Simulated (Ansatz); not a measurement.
Consider the redistribution: `O[SiH2][CH2][GeH2][OH]` + `O[SiH](O)Br` → `[OH][GeH2][Br]` + `O[SiH2]C[SiH](O)O`.

Gas-phase electronic energies from Ansatz, PBE0-D4/def2-TZVP geometries. CCSD(T)/CBS is the MP2 limit (def2-TZVPP, def2-QZVPP) plus CCSD(T) − MP2 in def2-TZVPP, frozen cores. Functionals use def2-TZVPP. For Br, Ge outer-core shells are correlated without core-valence functions, which leaves a few kJ/mol of doubt a bond. Scalar relativity is left out up to krypton. One conformer a species, not always the lowest.

```
                 species  PBE0 energy (Eh)
`O[SiH2][CH2][GeH2][OH]`       -2559.44247
           `O[SiH](O)Br`       -3015.55750
        `[OH][GeH2][Br]`       -4727.64531
     `O[SiH2]C[SiH](O)O`        -847.35231
```

**Question.** Work out ΔE.

**Answer.** ΔE = (-4727.64531) + (-847.35231) − (-2559.44247) − (-3015.55750) = 0.00235 Eh = +1.5 kcal/mol. CCSD(T)/CBS gives +3.5 kcal/mol.

Largest T1 diagnostic among the species: 0.011.

In def2-TZVPP, CCSD(T) changes the Hartree–Fock value by +1.8 kcal/mol (the triples alone add +0.1 kcal/mol) and MP2 by +2.4 kcal/mol.
